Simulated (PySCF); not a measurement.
Relaxation of valence singlet (4f shell in the core) CeCl4

These are results of PBE0 in PySCF with Ce lcecp-2-TZVP with ECP46, Cl def2-TZVP; scalar-relativistic core potentials, no spin–orbit coupling; density-fitted integrals, not measurements. A (50,194) grid was used.

A hand-made tetrahedral start, of Td symmetry, held to at least that symmetry:

Coordinates in bohr (charge 0 multiplicity 1):
```
Ce    0.0000    0.0000    0.0000
Cl    4.0425   -0.0001    2.8585
Cl   -4.0425    0.0000    2.8585
Cl    0.0001    4.0426   -2.8584
Cl   -0.0001   -4.0424   -2.8586
```

**Question.** What does it relax to?

**Answer.** It ends at Td with Ce–Cl 2.480 Å (×4); Cl–Ce–Cl 109.5° (×6). The frequency run here used a shortcut that can spoil soft modes, so no verdict on minimum or saddle point is given. Other isomers or separated fragments may lie lower.

**Question.** How much energy is released, and in how many steps?

**Answer.** 52.2 kJ/mol in 4 steps.

The 4f shell sits in the core potential, so its spin is not counted.

The relaxation took roughly 7 core-minutes on a shared host.
